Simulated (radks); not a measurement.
Results of a calculation; reference values are marked as such.
Removal energies from the thallium ion Tl+, [Hg], by Delta-SCF beside the eigenvalue of the level emptied. Code: a radial shooting solver on a logarithmic mesh with Libxc functionals. Model: Dirac Kohn-Sham, relativistic LDA (MacDonald-Vosko exchange, VWN5 correlation), spin-unpolarised, spherical densities, finite nucleus; Fermi nuclear charge, rms radius of each element as measured or else 0.836 A^(1/3) + 0.57 fm. Sub-shells are occupied by j as written (lower j first in brackets).

\begin{tabular}{lrrr}
removed from & final configuration & Delta-SCF (eV) & -eigenvalue (eV) \\ \hline
6s1/2 & [Xe] 4f14 5d10 6s1 & 21.118 & 16.619 \\
5d5/2 & [Xe] 4f14 5d(3/2: 4, 5/2: 5) 6s2 & 28.697 & 22.162 \\
5d3/2 & [Xe] 4f14 5d(3/2: 3, 5/2: 6) 6s2 & 31.063 & 24.380 \\
5p3/2 & [Kr] 4d10 4f14 5s2 5p(1/2: 2, 3/2: 3) 5d10 6s2 & 85.742 & 77.996 \\
\end{tabular}
